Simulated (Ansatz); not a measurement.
## CHCuFSi+: where a starting geometry ends

The starting geometry of this gas-phase singlet was optimised with GFN2-xTB.

```tsv
atom	x (Å)	y (Å)	z (Å)
C	-0.2015	-0.1217	-0.7397
Cu	0.3592	-3.2224	1.7866
F	-1.0784	-0.2808	-1.7493
Si	0.0841	-1.4538	0.4018
H	0.2434	0.8727	-0.7659
```

Problem. Predict what becomes of its bonds when it is optimised with B3LYP/6-31G*.

Solution. A new bond forms, giving a structure given below by its coordinates. Contacts that close: C1–Cu2 (4.04 → 1.93 Å).

The energy falls by 1.63 eV over 23 steps:

```tsv
step	E − E(last) (eV)
1	1.633
3	1.324
6	1.134
8	1.041
11	0.906
13	0.701
16	0.016
18	0.000
21	0.000
23	0.000
```

Final geometry (Å):

```xyz
5

C    -0.1580   -0.5639   -0.4272
Cu   -0.4223   -1.6620    1.1419
F    -1.2604   -0.5060   -1.1981
Si    1.1067   -1.9251   -0.4669
H     0.1409    0.4509   -0.1163
```

The end wasn't checked by frequencies. Run with Ansatz 0.2.0, 76 s on 1 thread of Arm Neoverse V2, on a shared host.
